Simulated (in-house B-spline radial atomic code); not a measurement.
Checks on a self-consistent run for an ion of nuclear charge 58.5 with 58 electrons, [Xe] 4f1 5d1 6s2. Level of theory: Dirac-Hartree-Fock, average of configuration, Fermi nucleus of rms radius 4.8771 fm; calculated with a radial B-spline atomic code at the basis-set limit.

```json
{"orbital": "1s1/2", "q": "2", "ε (Eh)": "-1523.67210", "<1/r>": "64.0113", "<r²>": "0.000804783", "small-component weight": "0.046945"}
{"orbital": "2s1/2", "q": "2", "ε (Eh)": "-248.91304", "<1/r>": "15.1256", "<r²>": "0.0127129", "small-component weight": "0.010235"}
{"orbital": "2p1/2", "q": "2", "ε (Eh)": "-234.52448", "<1/r>": "15.0665", "<r²>": "0.00935297", "small-component weight": "0.01023"}
{"orbital": "2p3/2", "q": "4", "ε (Eh)": "-217.41459", "<1/r>": "13.6316", "<r²>": "0.0106049", "small-component weight": "0.0096092"}
{"orbital": "3s1/2", "q": "2", "ε (Eh)": "-55.75154", "<1/r>": "5.48229", "<r²>": "0.0858878", "small-component weight": "0.0031662"}
{"orbital": "3p1/2", "q": "2", "ε (Eh)": "-49.61795", "<1/r>": "5.38397", "<r²>": "0.081088", "small-component weight": "0.0030952"}
{"orbital": "3p3/2", "q": "4", "ε (Eh)": "-46.16350", "<1/r>": "5.02929", "<r²>": "0.0883894", "small-component weight": "0.0029291"}
{"orbital": "3d3/2", "q": "4", "ε (Eh)": "-35.58483", "<1/r>": "4.88157", "<r²>": "0.0722608", "small-component weight": "0.0027908"}
{"orbital": "3d5/2", "q": "6", "ε (Eh)": "-34.85248", "<1/r>": "4.79133", "<r²>": "0.0743327", "small-component weight": "0.0027414"}
{"orbital": "4s1/2", "q": "2", "ε (Eh)": "-12.28128", "<1/r>": "2.25452", "<r²>": "0.444066", "small-component weight": "0.00095752"}
{"orbital": "4p1/2", "q": "2", "ε (Eh)": "-9.90246", "<1/r>": "2.14877", "<r²>": "0.474658", "small-component weight": "0.00089028"}
{"orbital": "4p3/2", "q": "4", "ε (Eh)": "-9.14873", "<1/r>": "2.03926", "<r²>": "0.512478", "small-component weight": "0.00084134"}
{"orbital": "4d3/2", "q": "4", "ε (Eh)": "-5.16590", "<1/r>": "1.81762", "<r²>": "0.6094", "small-component weight": "0.00069274"}
{"orbital": "4d5/2", "q": "6", "ε (Eh)": "-5.03151", "<1/r>": "1.78887", "<r²>": "0.625187", "small-component weight": "0.00067797"}
{"orbital": "5s1/2", "q": "2", "ε (Eh)": "-2.13445", "<1/r>": "0.880242", "<r²>": "2.50559", "small-component weight": "0.00020702"}
{"orbital": "5p1/2", "q": "2", "ε (Eh)": "-1.37936", "<1/r>": "0.785409", "<r²>": "3.12497", "small-component weight": "0.00016941"}
{"orbital": "5p3/2", "q": "4", "ε (Eh)": "-1.26033", "<1/r>": "0.746244", "<r²>": "3.4115", "small-component weight": "0.00015604"}
{"orbital": "4f5/2", "q": "0.42857", "ε (Eh)": "-0.84507", "<1/r>": "1.31349", "<r²>": "1.1809", "small-component weight": "0.00038936"}
{"orbital": "4f7/2", "q": "0.57143", "ε (Eh)": "-0.83285", "<1/r>": "1.30444", "<r²>": "1.19783", "small-component weight": "0.00038505"}
{"orbital": "5d3/2", "q": "0.4", "ε (Eh)": "-0.39873", "<1/r>": "0.506579", "<r²>": "7.54588", "small-component weight": "7.4376e-05"}
{"orbital": "5d5/2", "q": "0.6", "ε (Eh)": "-0.39165", "<1/r>": "0.497659", "<r²>": "7.78213", "small-component weight": "7.1859e-05"}
{"orbital": "6s1/2", "q": "2", "ε (Eh)": "-0.29526", "<1/r>": "0.298213", "<r²>": "19.6239", "small-component weight": "2.6059e-05"}
```

Electron-electron repulsion V_ee = 3271.8673 hartree.

**Question.** What total energy follows from the eigenvalues?

**Answer.** The eigenvalues count the repulsion twice, so E = Σqε - V_ee = -5776.432 - 3271.867 = -9048.299 hartree; the run printed -9048.299.

**Question.** Does the Dirac virial theorem hold?

**Answer.** For a point nucleus E = -2c²Σq·w, with w the small-component weight. Here Σq·w = 0.2409 and c = 137.0360, so the ratio E/(-2c²Σq·w) is 1.000088; the finite nucleus accounts for the departure from 1.

**Question.** What diamagnetic shielding (Lamb formula) and susceptibility (Langevin formula) do the radii give?

**Answer.** σ = (α²/3)Σq<1/r> = 376.746/(3·137.036²) = 6687.4 ppm, and χ = -0.79199×10⁻⁶·Σq<r²> = -67.02×10⁻⁶ cm³/mol with Σq<r²> = 84.62 bohr². Both are non-relativistic formulas without the paramagnetism of open shells; for so heavy an element the full relativistic shielding is larger by tens of per cent.
